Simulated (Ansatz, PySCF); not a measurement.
H2O (SMILES O) and C2H3N (SMILES CC#N) are pulled apart as rigid monomers along the line of their centres of mass, from the B3LYP-D3(BJ)/def2-TZVP minimum. Starting geometry (charge 0, multiplicity 1):
| atom | x (Å) | y (Å) | z (Å) |
|---|---|---|---|
| O | -0.1208 | 0.1615 | -0.8812 |
| H | 0.0224 | 0.1125 | 0.0755 |
| H | -1.0409 | 0.4239 | -0.9777 |
| C | 0.8302 | -0.1501 | 4.6360 |
| C | 0.4601 | -0.0354 | 3.2357 |
| N | 0.1701 | 0.0545 | 2.1288 |
| H | 1.2391 | -1.1411 | 4.8335 |
| H | 1.5824 | 0.5985 | 4.8855 |
| H | -0.0446 | 0.0036 | 5.2681 |

Interaction energies with rigid monomers; basis-set methods are counterpoise corrected unless marked otherwise.

Frozen-core correlation. Rows in 6-31G*, STO-3G carry no dispersion term and start afresh at each structure (6-31G* with six Cartesian d functions). MP2/6-31G* freezes PySCF's default core.

The values were computed with Ansatz (Gaussian basis) for Hartree–Fock, density functionals and correlated methods; PySCF for 6-31G* rows, STO-3G rows, the dispersion terms. Each number belongs to the level named beside it.

| H2···N6 (Å) | HF/STO-3G (no counterpoise) (kcal/mol) | r2SCAN-D3(BJ)/def2-TZVPPD (kcal/mol) | PBE0/def2-TZVPPD (kcal/mol) | MP2/6-31G* (no counterpoise) (kcal/mol) | CCSD/aug-cc-pVDZ (kcal/mol) |
|---|---|---|---|---|---|
| 1.85 | -1.98 | -4.31 | -4.17 | -4.28 | -2.94 |
| 2.06 | -3.20 | -4.89 | -4.73 | -5.45 | (withheld) |
| 2.37 | -2.95 | -4.34 | -4.18 | -5.14 | -4.02 |
| 2.88 | -1.82 | (withheld) | -2.78 | -3.51 | -2.81 |
| 3.70 | -0.92 | -1.48 | -1.43 | -1.66 | -1.47 |

**Question.** Fill in the missing entries.

**Answer.** 
- 2.06, CCSD/aug-cc-pVDZ (kcal/mol): -4.11
- 2.88, r2SCAN-D3(BJ)/def2-TZVPPD (kcal/mol): -2.87

Ansatz is an electronic-structure program.
